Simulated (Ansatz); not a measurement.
The cluster PbSe2⁺. The state is a doublet with charge 1. Geometry r2SCAN-D4/def2-TZVP.

Cartesian coordinates in Å:
```
Pb -0.0001 0.0002 0.0000
Se -1.7591 -0.7254 -1.4657
Se 1.7591 0.7252 1.4657
```

In the def2 sets Pb takes a core potential; there is no spin–orbit coupling. At HF/def2-TZVP, CAM-B3LYP-D4/def2-TZVP the charge 1 doublet is spin-contaminated (final ⟨S²⟩ up to 1.18, 0.75 for a pure state). At PBE-D4/def2-TZVP the gap within one spin of the charge 1 doublet nearly closes, so an electron or hole may be smeared out by delocalisation error. Another isomer (doublet) lies 2.60 eV lower at PBE0-D4/def2-TZVP; other spin states weren't run for this one.

(1) Estimate the α-spin orbital energies around the gap (eV) in Ansatz with HF/def2-TZVP, PBE-D4/def2-TZVP, r2SCAN-D4/def2-TZVP, PBE0-D4/def2-TZVP, CAM-B3LYP-D4/def2-TZVP.

## Answers

(1) 
```json
{"orbital": "HOMO−5", "HF/def2-TZVP": "-21.69", "PBE-D4/def2-TZVP": "-18.11", "r2SCAN-D4/def2-TZVP": "-18.45", "PBE0-D4/def2-TZVP": "-19.36", "CAM-B3LYP-D4/def2-TZVP": "-20.74"}
{"orbital": "HOMO−4", "HF/def2-TZVP": "-17.37", "PBE-D4/def2-TZVP": "-13.92", "r2SCAN-D4/def2-TZVP": "-14.22", "PBE0-D4/def2-TZVP": "-14.86", "CAM-B3LYP-D4/def2-TZVP": "-15.86"}
{"orbital": "HOMO−3", "HF/def2-TZVP": "-16.96", "PBE-D4/def2-TZVP": "-12.79", "r2SCAN-D4/def2-TZVP": "-13.19", "PBE0-D4/def2-TZVP": "-14.07", "CAM-B3LYP-D4/def2-TZVP": "-15.39"}
{"orbital": "HOMO−2", "HF/def2-TZVP": "-16.86", "PBE-D4/def2-TZVP": "-12.29", "r2SCAN-D4/def2-TZVP": "-12.59", "PBE0-D4/def2-TZVP": "-13.47", "CAM-B3LYP-D4/def2-TZVP": "-14.79"}
{"orbital": "HOMO−1", "HF/def2-TZVP": "-16.22", "PBE-D4/def2-TZVP": "-12.15", "r2SCAN-D4/def2-TZVP": "-12.56", "PBE0-D4/def2-TZVP": "-13.41", "CAM-B3LYP-D4/def2-TZVP": "-14.68"}
{"orbital": "HOMO", "HF/def2-TZVP": "-15.48", "PBE-D4/def2-TZVP": "-11.54", "r2SCAN-D4/def2-TZVP": "-11.83", "PBE0-D4/def2-TZVP": "-12.68", "CAM-B3LYP-D4/def2-TZVP": "-13.91"}
{"orbital": "LUMO", "HF/def2-TZVP": "-5.53", "PBE-D4/def2-TZVP": "-9.56", "r2SCAN-D4/def2-TZVP": "-9.53", "PBE0-D4/def2-TZVP": "-8.83", "CAM-B3LYP-D4/def2-TZVP": "-7.88"}
{"orbital": "LUMO+1", "HF/def2-TZVP": "-4.45", "PBE-D4/def2-TZVP": "-8.40", "r2SCAN-D4/def2-TZVP": "-8.24", "PBE0-D4/def2-TZVP": "-7.68", "CAM-B3LYP-D4/def2-TZVP": "-6.74"}
{"orbital": "LUMO+2", "HF/def2-TZVP": "-4.26", "PBE-D4/def2-TZVP": "-8.19", "r2SCAN-D4/def2-TZVP": "-8.07", "PBE0-D4/def2-TZVP": "-7.53", "CAM-B3LYP-D4/def2-TZVP": "-6.64"}
{"orbital": "LUMO+3", "HF/def2-TZVP": "-0.61", "PBE-D4/def2-TZVP": "-3.74", "r2SCAN-D4/def2-TZVP": "-3.02", "PBE0-D4/def2-TZVP": "-2.97", "CAM-B3LYP-D4/def2-TZVP": "-2.21"}
{"orbital": "LUMO+4", "HF/def2-TZVP": "0.31", "PBE-D4/def2-TZVP": "-2.42", "r2SCAN-D4/def2-TZVP": "-1.84", "PBE0-D4/def2-TZVP": "-1.55", "CAM-B3LYP-D4/def2-TZVP": "-0.97"}
{"orbital": "LUMO+5", "HF/def2-TZVP": "0.36", "PBE-D4/def2-TZVP": "-2.10", "r2SCAN-D4/def2-TZVP": "-1.51", "PBE0-D4/def2-TZVP": "-1.50", "CAM-B3LYP-D4/def2-TZVP": "-0.89"}
{"orbital": "β HOMO", "HF/def2-TZVP": "-13.64", "PBE-D4/def2-TZVP": "-11.35", "r2SCAN-D4/def2-TZVP": "-11.61", "PBE0-D4/def2-TZVP": "-12.41", "CAM-B3LYP-D4/def2-TZVP": "-13.48"}
{"orbital": "β LUMO", "HF/def2-TZVP": "-6.72", "PBE-D4/def2-TZVP": "-11.26", "r2SCAN-D4/def2-TZVP": "-11.23", "PBE0-D4/def2-TZVP": "-10.62", "CAM-B3LYP-D4/def2-TZVP": "-9.77"}
```
